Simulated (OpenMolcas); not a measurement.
An OpenMolcas run meant for Ho4+ (ANO-R2, X2C; inactive shells 1s 2s 2p 3s 3p 3d 4s 4p 4d 5s 5p; intended active space 9 electrons in 7 orbitals (4f)). One step of its input:

```
&CASPT2
Multistate=18 1 2 3 4 5 6 7 8 9 10 11 12 13 14 15 16 17 18
Frozen=14 9
IPEA=-0.5
Imaginary=0.1
MaxIter=60
WThr=0.0 0.3 0.05
PrWF=0.5
NoMix
```

The run finished. Its levels beside those of a sound run (SS-CASPT2, IPEA 0.25 Eh, imaginary shift 0.1 Eh (closed shells correlated: 5s 5p)), in cm⁻¹ above each run's lowest level:

```json
{"Level": "4f⁹ ⁶H°_15/2", "This run": "0.0", "Usual run": "0.0"}
{"Level": "4f⁹ ⁶H°_13/2", "This run": "4378", "Usual run": "4350"}
{"Level": "4f⁹ ⁶H°_11/2", "This run": "7986", "Usual run": "7938"}
{"Level": "4f⁹ ⁶F°_11/2", "This run": "10279", "Usual run": "10719"}
{"Level": "4f⁹ ⁶H°_9/2", "This run": "10875", "Usual run": "10814"}
{"Level": "4f⁹ ⁶F°_9/2", "This run": "11207", "Usual run": "11688"}
{"Level": "4f⁹ ⁶H°_7/2", "This run": "13108", "Usual run": "13042"}
{"Level": "4f⁹ ⁶F°_7/2", "This run": "13534", "Usual run": "14003"}
{"Level": "4f⁹ ⁶H°_5/2", "This run": "14757", "Usual run": "14692"}
{"Level": "4f⁹ ⁶F°_5/2", "This run": "15734", "Usual run": "16190"}
{"Level": "4f⁹ ⁶F°_3/2", "This run": "17448", "Usual run": "17894"}
{"Level": "4f⁹ ⁶F°_1/2", "This run": "18524", "Usual run": "18964"}
```

Problem. Which setting is unsound, and how much does it matter here?

Solution. The IPEA shift is negative. Against the sound run the excited levels shown move by 270 cm-1 on average and by 480 cm-1 at most.

Term energies are means over components that CASPT2 splits; among the terms shown or strongly mixed into the levels shown the widest spread is 410 cm-1 (4f⁹ ⁶F°, this run). Over all roots computed the reference weight is 0.86 to 0.91 in this run; the roots of lowest weight are the least certain, and an intruder state may touch them. High states are left out of the spin-orbit mixing, which shifts the levels that they would mix with. Levels of configurations outside the active space are missing.

° marks odd parity.
